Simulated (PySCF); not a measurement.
H3AlOS (SMILES [OH][AlH][SH]), singlet, at a GFN2-xTB geometry (such geometries of metal compounds can be far from the true shape), with bond 4-3 at 2.4 times its length.

The PySCF input:
```python
from pyscf import gto, scf, mcscf, mp
import numpy

mol = gto.M(
    atom='''
Al   -0.45041401    0.25242375   -0.59623630
H    -1.41323612   -0.14376553   -1.69458447
O    -0.05990765    1.83455493   -0.41839269
H     0.31810601    4.07526683   -0.37976611
S     0.40993002   -1.26586338    0.73772836
H     1.09140109   -0.32855334    1.39144248
''',
    basis='6-31g*',
    verbose=4,
)

mf = scf.RHF(mol)
mf.kernel()
mc = mcscf.CASSCF(mf, 4, 2)
mc.fix_spin_(ss=0.0)
noons, natorbs = mcscf.addons.make_natural_orbitals(mp.MP2(mf).run())
mc.kernel(natorbs)
occ = numpy.linalg.eigvalsh(mc.fcisolver.make_rdm1(mc.ci, mc.ncas, mc.nelecas))[::-1]
ss = mc.fcisolver.spin_square(mc.ci, mc.ncas, mc.nelecas)[0]
print('natural occupations', occ.round(4), ' <S^2>', round(ss, 4))
```

What SCF-reference Mulliken (on the basis functions themselves) charges in atom order does PySCF with CASSCF(2,4)/6-31G* give?

Al1 0.89, H2 -0.15, O3 -0.78, H4 0.36, S5 -0.42, H6 0.11

What total energy does CASSCF(2,4)/6-31G* give?

-715.9576 Eh

What is the computed nuclear repulsion energy (CASSCF(2,4)/6-31G*)?

128.6143 Eh

Estimate the natural occupations of the active orbitals that CASSCF(2,4)/6-31G* returns for this input.

1.05, 0.95, 0.00, 0.00

Give the number of basis functions at the level CASSCF(2,4)/6-31G*.

56

What SCF-reference HOMO-LUMO gap does CASSCF(2,4)/6-31G* give?

6.95 eV
